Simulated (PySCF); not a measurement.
Isomers of C5H12GeSi, from PBE0-D3(BJ)/def2-SVP geometry optimisation, gas phase (PySCF). One conformer each, no zero-point energy, no frequencies.

Question: Which is lowest in electronic energy at this level?
A. `[CH3:1][CH2:2][Si@H:3]([CH3:4])[C:5]#[C:6][GeH3:7]` with C1–C2–Si3–C4 178°: A = 2428, B = 460.9, C = 401.2 MHz, dipole 0.76 D
B. `[SiH3:1][CH2:2][C@@H:3]1[CH:4]=[CH:5][CH2:6][GeH2:7]1` with Si1–C2–C3–C4 -173°: A = 2646, B = 955.5, C = 738.9 MHz, dipole 1.01 D
C. `[CH3:1][CH:2]([CH3:3])[SiH2:4][C:5]#[C:6][GeH3:7]` with C1–C2–Si4–C5 63°: A = 2903, B = 439.1, C = 420.1 MHz, dipole 0.82 D

Answer: B. That is `[SiH3]C[C@@H]1C=C[CH2][GeH2]1`, 12.2 kcal/mol below the next.

| SMILES | mapped SMILES | E (Eh) | relative (kcal/mol) | relative (kJ/mol) | dipole (D) |
| --- | --- | --- | --- | --- | --- |
| [SiH3]C[C@@H]1C=C[CH2][GeH2]1 | [SiH3:1][CH2:2][C@@H:3]1[CH:4]=[CH:5][CH2:6][GeH2:7]1 | -2563.11962 | 0.0 | 0.0 | 1.01 |
| CC[Si@H](C)C#[C][GeH3] | [CH3:1][CH2:2][Si@H:3]([CH3:4])[C:5]#[C:6][GeH3:7] | -2563.10019 | 12.2 | 51.0 | 0.76 |
| CC(C)[SiH2]C#[C][GeH3] | [CH3:1][CH:2]([CH3:3])[SiH2:4][C:5]#[C:6][GeH3:7] | -2563.08442 | 22.1 | 92.4 | 0.82 |

As drawn, the lowest has a C=C bond outside aromatic rings, which the highest lacks; the highest has a C≡C bond, which the lowest lacks.
